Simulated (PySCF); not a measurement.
# Spinor energies of In²⁺ (indium, charge +2)

Start: [Kr] 4d10 5s1; 5s1/2 filled at m_j = +1/2. Calculated with PySCF 2.14 in x2c-QZVPPall-2c: generalised Hartree-Fock with the X2C-1e Hamiltonian and a Gaussian nucleus; one run each with spin-orbit coupling (SO) switched off, then screened by Boettger's factors.

```json
{"spinor shell": "1s1/2", "electrons": "2", "ε, spin-free (eV)": "-28099.8", "ε, screened SO (eV)": "-28097.7", "weight of nominal j (screened SO)": "1.000", "rms radius, screened SO (bohr)": "0.0340"}
{"spinor shell": "2s1/2", "electrons": "2", "ε, spin-free (eV)": "-4313.4", "ε, screened SO (eV)": "-4312.8", "weight of nominal j (screened SO)": "1.000", "rms radius, screened SO (bohr)": "0.139"}
{"spinor shell": "2p1/2", "electrons": "2", "ε, spin-free (eV)": "-3866.2", "ε, screened SO (eV)": "-4012.5", "weight of nominal j (screened SO)": "1.000", "rms radius, screened SO (bohr)": "0.120"}
{"spinor shell": "2p3/2", "electrons": "4", "ε, spin-free (eV)": "-3866.2", "ε, screened SO (eV)": "-3799.3", "weight of nominal j (screened SO)": "1.000", "rms radius, screened SO (bohr)": "0.125"}
{"spinor shell": "3s1/2", "electrons": "2", "ε, spin-free (eV)": "-872.03", "ε, screened SO (eV)": "-871.87", "weight of nominal j (screened SO)": "1.000", "rms radius, screened SO (bohr)": "0.371"}
{"spinor shell": "3p1/2", "electrons": "2", "ε, spin-free (eV)": "-721.91", "ε, screened SO (eV)": "-749.20", "weight of nominal j (screened SO)": "1.000", "rms radius, screened SO (bohr)": "0.365"}
{"spinor shell": "3d3/2", "electrons": "4", "ε, spin-free (eV)": "-489.65", "ε, screened SO (eV)": "-494.39", "weight of nominal j (screened SO)": "1.000", "rms radius, screened SO (bohr)": "0.350"}
{"spinor shell": "3d5/2", "electrons": "6", "ε, spin-free (eV)": "-489.65", "ε, screened SO (eV)": "-486.34", "weight of nominal j (screened SO)": "1.000", "rms radius, screened SO (bohr)": "0.353"}
{"spinor shell": "4s1/2", "electrons": "2", "ε, spin-free (eV)": "-162.09", "ε, screened SO (eV)": "-162.06", "weight of nominal j (screened SO)": "1.000", "rms radius, screened SO (bohr)": "0.907"}
{"spinor shell": "4p1/2", "electrons": "2", "ε, spin-free (eV)": "-115.09", "ε, screened SO (eV)": "-119.92", "weight of nominal j (screened SO)": "1.000", "rms radius, screened SO (bohr)": "0.970"}
{"spinor shell": "4p3/2", "electrons": "4", "ε, spin-free (eV)": "-115.09", "ε, screened SO (eV)": "-112.88", "weight of nominal j (screened SO)": "1.000", "rms radius, screened SO (bohr)": "1.000"}
{"spinor shell": "4d3/2", "electrons": "4", "ε, spin-free (eV)": "-45.232", "ε, screened SO (eV)": "-45.830", "weight of nominal j (screened SO)": "0.991", "rms radius, screened SO (bohr)": "1.25"}
{"spinor shell": "4d5/2", "electrons": "6", "ε, spin-free (eV)": "-45.232", "ε, screened SO (eV)": "-44.827", "weight of nominal j (screened SO)": "0.994", "rms radius, screened SO (bohr)": "1.26"}
{"spinor shell": "5s1/2", "electrons": "1", "ε, spin-free (eV)": "-26.781", "ε, screened SO (eV)": "-26.783", "weight of nominal j (screened SO)": "1.000", "rms radius, screened SO (bohr)": "2.57"}
```

(1) Where does 3p3/2 lie, and what is the 3p spin-orbit splitting (screened SO)?

| quantity | spin-free | screened SO |
| --- | --- | --- |
| E (hartree) | -5876.88202 | -5878.17503 |
| M_J | 1/2 | 1/2 |
| ⟨J²⟩ | 0.751 | 0.751 |
| ⟨L²⟩ | 0.000 | 0.017 |
| ⟨S²⟩ | 0.751 | 0.768 |

Each row is a mean over spinors that exchange with the open shell spreads, by up to 0.381 eV (4s1/2).

Breit and QED terms are absent; they matter most for the inner s and p1/2 levels.

Densities and radii are taken from the X2C orbitals without a picture-change correction, which distorts them close to the nucleus.

Without spin-orbit coupling the j labels of p, d and f shells carry no meaning; the spin-free column gives the mean over the occupied spinors of each nl shell.

## Answers

(1) At -709.37 eV, 39.834 eV above 3p1/2.
